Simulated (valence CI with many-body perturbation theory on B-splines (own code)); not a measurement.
Ir⁴⁶⁺: key properties

Level of theory: valence CI with perturbative core correlation (CI+MBPT): three valence electrons over a frozen Dirac-Fock core [Ar] 3d10, radial functions for each j: 11 s, 11 p, 9 d, 7 f, 5 g, 2 h, 1 i, with the one-electron correlation potential Σ1, the two-electron term Σ2, the three-electron term Σ3, Breit, model QED; selected CI, second order for the rest (own B-spline code, finite nucleus).

The last digits are not significant, and no measured levels were compared; by estimate large intervals hold to a few tenths of a per cent, small ones and those within an open d or f shell to about a per cent.

Levels are named by their leading jj configuration (3d3/2^4 stands for four electrons in 3d with j = 3/2), which in mixed levels can hold well under half, so a name can repeat and another be missing.

Rates and lifetimes use the calculated energies. Strong lines usually hold to 10 to 20 %, long lifetimes can be off by a factor of two.

Problem. What is the ground level?

Solution. (4s^2 4p1/2) J=1/2, composition 100 % 4s2 4p 2P°, g = 0.658.

Problem. How well does LS coupling describe the low levels?

Solution. Among the lowest 20 levels the leading LS term, summed over configurations, holds 66 % on average. For single configurations the figures are 65 % in LS and 96 % in jj coupling. Terms mix most in the J = 3/2 level at 29.283 Ry, where the leading one holds 37 %.

Problem. What are the static dipole polarisabilities of the lowest levels?

Solution. (4s^2 4p1/2) J=1/2 0.0254 bohr³, of which the core gives 0.00171.

Problem. Where does the other parity begin?

Solution. At (4s 4p1/2^2) J=1/2, 7.686 Ry.

Problem. Among levels below 48.940 Ry, which E1 lines absorb most strongly from the ground level?

Solution. to (4s^2 4d3/2) J=3/2 at 4.229 nm, f = 0.839; to (4s 4p1/2 4p3/2) J=3/2 at 5.313 nm, f = 0.418; to (4s 4p1/2 4p3/2) J=1/2 at 5.258 nm, f = 0.386.
